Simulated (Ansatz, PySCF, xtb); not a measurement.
Dissociation curve of GaH, singlet.

- RKS-B3LYP/3-21G = restricted B3LYP/3-21G (PySCF 2.14.0)
- UMP2 = MP2 on UHF/aug-cc-pVQZ, cores with 3d frozen (Ansatz, an electronic-structure program)
- GFN1-xTB (xtb)
- RMP2/6-31G* = restricted MP2 (frozen core)/6-31G*, spherical d (PySCF)

Energies are in eV, each relative to the lowest point of its own curve near equilibrium.

```json
[
 {"R / Å": "1.27", "RKS-B3LYP/3-21G": "1.297", "UMP2": "1.629", "GFN1-xTB": "2.349", "RMP2/6-31G*": "1.520"},
 {"R / Å": "1.32", "RKS-B3LYP/3-21G": "0.934", "UMP2": "1.174", "GFN1-xTB": "1.724", "RMP2/6-31G*": "1.077"},
 {"R / Å": "1.43", "RKS-B3LYP/3-21G": "0.399", "UMP2": "0.498", "GFN1-xTB": "0.845", "RMP2/6-31G*": "0.434"},
 {"R / Å": "1.50", "RKS-B3LYP/3-21G": "0.197", "UMP2": "0.240", "GFN1-xTB": "0.510", "RMP2/6-31G*": "0.202"},
 {"R / Å": "1.59", "RKS-B3LYP/3-21G": "…", "UMP2": "0.044", "GFN1-xTB": "…", "RMP2/6-31G*": "0.044"},
 {"R / Å": "1.63", "RKS-B3LYP/3-21G": "0.018", "UMP2": "0.012", "GFN1-xTB": "0.153", "RMP2/6-31G*": "0.012"},
 {"R / Å": "1.68", "RKS-B3LYP/3-21G": "0.000", "UMP2": "0.000", "GFN1-xTB": "0.078", "RMP2/6-31G*": "0.000"},
 {"R / Å": "1.75", "RKS-B3LYP/3-21G": "0.011", "UMP2": "0.024", "GFN1-xTB": "0.018", "RMP2/6-31G*": "0.023"},
 {"R / Å": "1.81", "RKS-B3LYP/3-21G": "0.049", "UMP2": "0.073", "GFN1-xTB": "0.000", "RMP2/6-31G*": "0.073"},
 {"R / Å": "1.82", "RKS-B3LYP/3-21G": "0.057", "UMP2": "0.083", "GFN1-xTB": "0.000", "RMP2/6-31G*": "0.083"},
 {"R / Å": "1.95", "RKS-B3LYP/3-21G": "…", "UMP2": "0.260", "GFN1-xTB": "0.050", "RMP2/6-31G*": "0.262"},
 {"R / Å": "2.08", "RKS-B3LYP/3-21G": "0.425", "UMP2": "0.489", "GFN1-xTB": "0.174", "RMP2/6-31G*": "0.496"},
 {"R / Å": "2.28", "RKS-B3LYP/3-21G": "0.808", "UMP2": "0.886", "GFN1-xTB": "0.449", "RMP2/6-31G*": "0.906"},
 {"R / Å": "2.55", "RKS-B3LYP/3-21G": "1.341", "UMP2": "1.657", "GFN1-xTB": "0.909", "RMP2/6-31G*": "1.475"},
 {"R / Å": "2.75", "RKS-B3LYP/3-21G": "1.715", "UMP2": "2.063", "GFN1-xTB": "1.270", "RMP2/6-31G*": "1.877"},
 {"R / Å": "2.99", "RKS-B3LYP/3-21G": "2.127", "UMP2": "2.366", "GFN1-xTB": "1.688", "RMP2/6-31G*": "2.320"},
 {"R / Å": "3.35", "RKS-B3LYP/3-21G": "2.665", "UMP2": "2.610", "GFN1-xTB": "2.262", "RMP2/6-31G*": "2.892"},
 {"R / Å": "3.69", "RKS-B3LYP/3-21G": "3.088", "UMP2": "2.718", "GFN1-xTB": "2.756", "RMP2/6-31G*": "3.326"},
 {"R / Å": "4.13", "RKS-B3LYP/3-21G": "3.526", "UMP2": "2.781", "GFN1-xTB": "3.368", "RMP2/6-31G*": "3.731"},
 {"R / Å": "4.57", "RKS-B3LYP/3-21G": "3.855", "UMP2": "…", "GFN1-xTB": "3.969", "RMP2/6-31G*": "3.963"},
 {"R / Å": "4.93", "RKS-B3LYP/3-21G": "4.058", "UMP2": "…", "GFN1-xTB": "4.442", "RMP2/6-31G*": "4.030"},
 {"R / Å": "5.89", "RKS-B3LYP/3-21G": "…", "UMP2": "2.822", "GFN1-xTB": "—", "RMP2/6-31G*": "3.784"},
 {"R / Å": "6.64", "RKS-B3LYP/3-21G": "4.502", "UMP2": "2.823", "GFN1-xTB": "—", "RMP2/6-31G*": "3.351"}
]
```

Q: Complete the blanks.

A: 
- 1.59, RKS-B3LYP/3-21G: 0.051
- 1.59, GFN1-xTB: 0.234
- 1.95, RKS-B3LYP/3-21G: 0.211
- 4.57, UMP2: 2.806
- 4.93, UMP2: 2.815
- 5.89, RKS-B3LYP/3-21G: 4.383

Dashes: no converged value, or the column stops at the first point that the program doubted or that broke a chosen test of continuity, which isn't proof of a fault.

The restricted form behind RKS-B3LYP/3-21G, RMP2/6-31G* keeps the bonding electrons paired and can't separate into open-shell fragments. The unrestricted determinant behind UMP2 is spin-contaminated at 1.27 to 1.50, 2.55 to 6.64 Å (<S²> up to 1.0, against 0.00 for a pure singlet).
